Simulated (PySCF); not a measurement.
## Core binding energy against partial charge

Compound: C6H12O.
Z-matrix (Å and degrees, PBE0-D3(BJ)/def2-SVP geometry), rows numbered from 1:
```
C 
C   1  1.4919
C   2  1.3423  1  127.96
C   3  1.4977  2  125.53  1     1.61
C   3  1.5094  2  120.05  1  -177.35
O   5  1.4038  3  113.69  2  -126.79
C   6  1.3948  5  113.62  3    68.95
H   1  1.1034  2  110.82  3   117.46
H   1  1.1028  2  110.97  3  -124.72
H   1  1.0983  2  112.98  3    -3.37
H   2  1.0981  1  115.32  3  -179.11
H   4  1.1039  3  110.58  2  -110.67
H   4  1.1009  3  109.77  2   132.41
H   4  1.0975  3  113.24  2    10.70
H   5  1.1089  3  109.72  2    -2.18
H   5  1.1038  3  109.52  2   115.67
H   7  1.1069  6  112.58  5   -63.15
H   7  1.1086  6  111.75  5    57.97
H   7  1.0991  6  107.69  5   177.04
```

Binding energies: PySCF 2.14.0, delta-SCF UKS SCAN, pcX-2 on the ionised atom, pcseg-1 elsewhere, spin-free X2C. Charges: PBE0/pcSseg-1 ground-state density, for the ionised atom.

```json
{"atom": "C2", "environment": "alkene CH carbon", "C 1s (eV)": "289.97", "Mulliken (e)": "-0.142", "IAO (e)": "-0.155", "Hirshfeld (e)": "-0.049", "ESP (e)": "-0.165"}
{"atom": "C3", "environment": "fully substituted alkene carbon", "C 1s (eV)": "290.08", "Mulliken (e)": "-0.455", "IAO (e)": "-0.018", "Hirshfeld (e)": "-0.005", "ESP (e)": "+0.121"}
{"atom": "C4", "environment": "allylic carbon", "C 1s (eV)": "290.49", "Mulliken (e)": "-0.159", "IAO (e)": "-0.420", "Hirshfeld (e)": "-0.120", "ESP (e)": "-0.330"}
{"atom": "C1", "environment": "allylic carbon", "C 1s (eV)": "290.67", "Mulliken (e)": "-0.218", "IAO (e)": "-0.416", "Hirshfeld (e)": "-0.115", "ESP (e)": "-0.245"}
{"atom": "C5", "environment": "sp3 carbon bound to oxygen", "C 1s (eV)": "291.80", "Mulliken (e)": "+0.168", "IAO (e)": "-0.051", "Hirshfeld (e)": "0.000", "ESP (e)": "-0.341"}
{"atom": "C7", "environment": "methoxy carbon", "C 1s (eV)": "291.93", "Mulliken (e)": "-0.031", "IAO (e)": "-0.195", "Hirshfeld (e)": "-0.044", "ESP (e)": "-0.149"}
```

Task: How well does each charge scheme correlate with the binding energies over these sites?

Result: Mulliken: r = 0.77, slope 3.2 eV per e; Hirshfeld: r = 0.25, slope 4.0 eV per e; IAO: r = 0.11, slope 0.5 eV per e; ESP: r = -0.42, slope -2.1 eV per e. Mulliken charges have the highest r, on only 6 points.

Task: The point-charge model writes a binding energy as kq + V + constant, with V the potential of the other atoms' charges at the site. What does it give with the Mulliken charges?

Result: V = Σ 14.40 eV Å × q/r over all other atoms: -1.57 eV at C2, +1.72 eV at C3, +1.09 eV at C4, +2.93 eV at C1, -4.54 eV at C5, -0.52 eV at C7. Fitting binding energy − V to q gives k = 13.8 eV per e and leaves an rms residual of 1.35 eV, against 0.49 eV for the fit on q alone. The model has no term for differences in relaxation between sites.

Isolated species at its PBE0-D3(BJ)/def2-SVP geometry (one conformer only).
